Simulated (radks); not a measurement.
Ti8+, configuration [Ne] 3s2 3p2. All-electron calculation, Dirac Kohn-Sham, PBE, spin-unpolarised, spherical densities, finite nucleus; open shells are shared between the two j in proportion to 2j + 1; Fermi nuclear charge, rms radius 3.5921 fm. Program: a radial shooting solver on a logarithmic mesh with Libxc functionals.

Normalised radial functions P(r) = r R(r) (large component), r in bohr:

r           3p3/2
0.002888   0.0012
0.003613   0.0018
0.004557   0.0029
0.005701   0.0044
0.00719    0.0069
0.008995   0.0105
0.01134    0.0163
0.01419    0.0247
0.0179     0.0377
0.02239    0.0561
0.02824    0.0836
0.03533    0.1210
0.04455    0.1739
0.05574    0.2409
0.07029    0.3271
0.08794    0.4227
0.1109     0.5232
0.1387     0.6016
0.175      0.6314
0.2189     0.5731
0.2761     0.3882
0.3454     0.0798
0.4356    -0.3392
0.5449    -0.7539
0.6872    -1.0684
0.8597    -1.1507
1.084     -0.9746
1.356     -0.6493
1.711     -0.3202
2.14      -0.1157
2.699     -0.0262

3p3/2: eigenvalue -178.29 eV, 1 radial node at r = 0.362 bohr, <r> = 0.917 bohr, 90 % of the charge inside 1.37 bohr.
